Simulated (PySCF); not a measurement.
C4H13BP2.
Structure used (PBE0/def2-SV(P)), in Å, numbered top down from 1:
```
atom  x, y, z in Å
B1    -0.5480   -1.5513    1.2737
P2    -0.1701   -0.3258   -0.1428
C3    -1.1666   -0.6227   -1.6445
C4    -0.4377    1.4241    0.2326
C5    -0.8694    1.8285    1.4304
C6     1.5586   -0.4018   -0.7588
P7     2.8239   -0.0069    0.5679
H8     0.1591   -1.2232    2.2247
H9    -1.7539   -1.4424    1.4906
H10   -0.2369   -2.6430    0.7934
H11   -0.9258    0.0945   -2.4476
H12   -0.9804   -1.6502   -1.9997
H13   -2.2336   -0.5352   -1.3804
H14   -0.2337    2.1538   -0.5642
H15   -1.0726    1.1107    2.2350
H16   -1.0308    2.8919    1.6471
H17    1.7064   -1.4093   -1.1845
H18    1.6809    0.3361   -1.5728
H19    3.9606   -0.3593   -0.2308
H20    2.7790   -1.2731    1.2279
```

Method used: PBE0/def2-SV(P) geometry optimisation, gas phase in PySCF 2.14.0.

Masses are those of the commonest isotopes; rigid-rotor values at the optimised geometry. The values belong to one conformer with, in the numbering `[BH3-:1][P@@+:2]([CH3:3])([CH:4]=[CH2:5])[CH2:6][PH2:7]`, B1–P2–C4–C5 0°, B1–P2–C6–P7 -60°, P2–C6–P7–H 172° and 78°.

Task: What are A, B and C (MHz)?

Result: Ia = 252.24, Ib = 410.19, Ic = 483.03 u·Å²; 505379 MHz·u·Å²/I gives A = 2004, B = 1232, C = 1046 MHz.

Task: Classify the top.

Result: An asymmetric top: κ = (2 × 1232 − 2004 − 1046)/(2004 − 1046) = -0.61.

Task: What does the inertial defect say?

Result: Not planar: Δ = Ic − Ia − Ib = -179.40 u·Å². For a rigid frame Δ = −2 Σ m c², so Σ m c² = 89.70 u·Å² lies off the ab plane: 29.43 from hydrogen and 60.27 from heavier atoms. The atom farthest from that plane is 2.38 Å away.

Task: Give the other two planar moments, Paa and Pbb, and the rms extents of the mass along the axes.

Result: Paa = Σ m a² = (Ib + Ic − Ia)/2 = 320.49 and Pbb = Σ m b² = (Ia + Ic − Ib)/2 = 162.54 u·Å². With the mass M = 134.06 u, the rms extents √(P/M) along a, b and c are 1.55, 1.10, 0.82 Å.

Task: List the rotational levels J(Ka,Kc) to J = 2 (MHz).

Result: Above 0(0,0):
J = 1: 1(0,1) 2278, 1(1,1) 3050, 1(1,0) 3236
J = 2: 2(0,2) 6805, 2(1,2) 7421, 2(1,1) 7978, 2(2,1) 10293, 2(2,0) 10322
Those of J = 1 are B + C, A + C and A + B.

Task: Which types of transition are allowed, and where do some lines up to J = 4 fall?

Result: The dipole components are |μa| = 0.02 D, |μb| = 0.59 D, |μc| = 4.71 D. The squared components, which scale the intensities, stand as 0.00 : 0.02 : 1.00 (a : b : c). Some lines, for components of 0.1 D or more:

```csv
type,branch,"J(Ka,Kc)",MHz,lower level (cm⁻¹)
c,Q,"3(1,3) ← 3(0,3)",434,0.451
c,Q,"2(1,2) ← 2(0,2)",615,0.227
b,Q,"2(1,1) ← 2(0,2)",1173,0.227
b,Q,"3(2,1) ← 3(1,2)",2200,0.503
b,Q,"2(2,1) ← 2(1,2)",2872,0.248
c,Q,"3(3,1) ← 3(2,1)",4196,0.576
b,R,"3(0,3) ← 2(1,2)",6105,0.248
b,R,"2(2,0) ← 1(1,1)",7272,0.102
c,R,"3(3,0) ← 2(2,0)",11148,0.344
c,R,"4(3,1) ← 3(2,1)",13381,0.576
```

Not checked by PBE0/def2-SV(P) frequencies. These are rigid-rotor constants of the computed structure; measured ground-state constants (B0) also hold zero-point vibration. A rigid rotor knows nothing of internal rotation, which can split or shift real lines. Quadrupole hyperfine structure (11B) is left out.
